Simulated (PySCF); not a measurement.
B(vinyl)(OH)(OMe) (C₃H₇BO₂), SMILES COB(C=C)O. Atoms are numbered in the order given.

```xyz
13

B     -0.0104     0.2789     0.6345
C      0.8136     1.0266    -0.4709
C      0.6356     0.9591    -1.7965
H      1.5680     1.7342    -0.1028
H      1.2207     1.5706    -2.4920
H     -0.1169     0.3107    -2.2567
O     -0.1272     0.9050     1.8382
H     -0.6451     0.3695     2.4505
O     -0.6118    -0.9406     0.5221
C     -0.5328    -1.8061    -0.5735
H     -0.6703    -2.8373    -0.2147
H     -1.3300    -1.5952    -1.3068
H      0.4396    -1.7402    -1.0878
```
Charge 0, spin multiplicity 1.

Coordinates come from a PBE0-D3(BJ)/def2-SVP optimisation. One conformer was computed; it need not be the lowest.

All values below come from TDDFT-PBE/def2-SVPD (PySCF).

Vertical excitations. The molecule is in vacuum.

Computed lowest excited states:
| state | energy (eV) | λ (nm) | f | main pairs |
|---|---|---|---|---|
| S1 | 5.48 | 226 | 0.008 | HOMO−1→LUMO 79 %, HOMO−2→LUMO 15 % |
| S2 | 5.68 | 218 | 0.016 | HOMO−2→LUMO 83 %, HOMO−1→LUMO 15 % |
| S3 | 6.56 | 189 | 0.069 | HOMO→LUMO+1 82 %, HOMO→LUMO 15 % |
| S4 | 6.59 | 188 | 0.208 | HOMO→LUMO 65 %, HOMO→LUMO+1 18 % |
| S5 | 6.76 | 183 | 0.008 | HOMO−1→LUMO+1 98 % |
| S6 | 6.88 | 180 | 0.005 | HOMO−3→LUMO 97 % |
| S7 | 6.95 | 178 | 0.007 | HOMO−2→LUMO+1 98 % |
| S8 | 7.13 | 174 | 0.040 | HOMO→LUMO+2 93 % |
| S9 | 7.18 | 173 | 0.000 | HOMO−4→LUMO 73 %, HOMO−5→LUMO 20 % |
| S10 | 7.31 | 170 | 0.020 | HOMO−1→LUMO+2 98 % |
| T1 | 4.17 | 297 | 0 | HOMO→LUMO 96 % |
| T2 | 5.17 | 240 | 0 | HOMO−1→LUMO 94 % |
| T3 | 5.27 | 235 | 0 | HOMO−2→LUMO 95 % |
| T4 | 6.51 | 190 | 0 | HOMO→LUMO+1 99 % |
Triplets are in the Tamm–Dancoff approximation, which puts them higher than full response would, so one can lie above its singlet here.
